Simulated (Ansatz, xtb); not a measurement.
# F4Ga2H2: which of two structures lies lower

We compare a, a singlet given by its coordinates, with b, a singlet given by its coordinates. Both are isolated molecules in the gas phase, relaxed with PBE0-D4/def2-SVP.

a (Å):

```xyz
8

F     2.4227   -0.4216   -0.6987
F     0.1225   -0.2166    0.1501
F     0.9693    1.9948   -1.6557
F     2.0119    1.8262    1.2097
Ga    1.1232   -1.8603   -0.3071
Ga    1.4108    1.0970   -0.2418
H     1.5654   -2.4785    1.0422
H     0.5755   -2.3254   -1.6789
```

Close contacts (Å): F1–Ga5 1.98, F1–Ga6 1.88, F2–Ga5 1.98, F2–Ga6 1.88, F3–Ga6 1.73, F4–Ga6 1.73, Ga5–H7 1.55, Ga5–H8 1.55.

b (Å):

```json
{"atom": "F", "x (Å)": "0.9257", "y (Å)": "0.1042", "z (Å)": "-1.4572"}
{"atom": "F", "x (Å)": "1.9179", "y (Å)": "-1.3138", "z (Å)": "0.2724"}
{"atom": "F", "x (Å)": "-0.7509", "y (Å)": "-2.1137", "z (Å)": "-0.5829"}
{"atom": "F", "x (Å)": "0.7201", "y (Å)": "1.1554", "z (Å)": "1.2534"}
{"atom": "Ga", "x (Å)": "0.8300", "y (Å)": "-1.8078", "z (Å)": "-1.2392"}
{"atom": "Ga", "x (Å)": "1.9165", "y (Å)": "0.6067", "z (Å)": "0.1171"}
{"atom": "H", "x (Å)": "1.5934", "y (Å)": "-2.5913", "z (Å)": "-2.3193"}
{"atom": "H", "x (Å)": "3.3004", "y (Å)": "1.2023", "z (Å)": "-0.1885"}
```

Close contacts (Å): F1–Ga5 1.93, F1–Ga6 1.93, F2–Ga5 1.93, F2–Ga6 1.93, F3–Ga5 1.74, F4–Ga6 1.74, Ga5–H7 1.54, Ga6–H8 1.54.

Q: Estimate E(b) − E(a) at the level CCSD(T)/def2-SVP + ΔMP2/def2-TZVPP.

A: Calculated at CCSD(T)/def2-SVP + ΔMP2/def2-TZVPP: E(b) − E(a) = −19.1 kJ/mol, so structure b lies lower.

The same difference at several levels:

```
                             level          geometry  E(b) − E(a) (kJ/mol)  departure from the last row (kJ/mol)  job, with rough time for the two
                  PBE0-D4/def2-SVP  PBE0-D4/def2-SVP                   −22.1                                  −3.0                optimisation, 56 s
                       HF/def2-SVP  PBE0-D4/def2-SVP                   −17.3                                  +1.9           part of the CCSD(T) run
                      MP2/def2-SVP  PBE0-D4/def2-SVP                   −17.0                                  +2.1           part of the CCSD(T) run
                  CCSD(T)/def2-SVP  PBE0-D4/def2-SVP                   −17.1                                  +2.1                      single point
CCSD(T)/def2-SVP + ΔMP2/def2-TZVPP  PBE0-D4/def2-SVP                   −19.1                                                   single point, 2.1 min
```

The levels shown agree on the order. The largest departure from CCSD(T)/def2-SVP + ΔMP2/def2-TZVPP is that of PBE0-D4/def2-SVP, 3.0 kJ/mol. Levels run at GFN2-xTB geometries aren't shown. The last row adds to CCSD(T) the change of the MP2 difference between the two basis sets, here −2.1 kJ/mol.

With thermal terms from frequencies at re-optimised GFN2-xTB minima (ideal gas, soft modes damped towards free rotors, one conformer each, 298.15 K, 1 atm): on the last row, ΔE + ΔZPE = −16.8, ΔH = −16.9, ΔG = −17.4 kJ/mol.

The correlated steps freeze 22 core orbitals; the filled d shell of Ga is correlated, in a basis made for valence electrons. Codes used: Ansatz 0.2.0, xtb 6.7.1; the last row on 2 threads of Arm Neoverse V2 on a shared host.
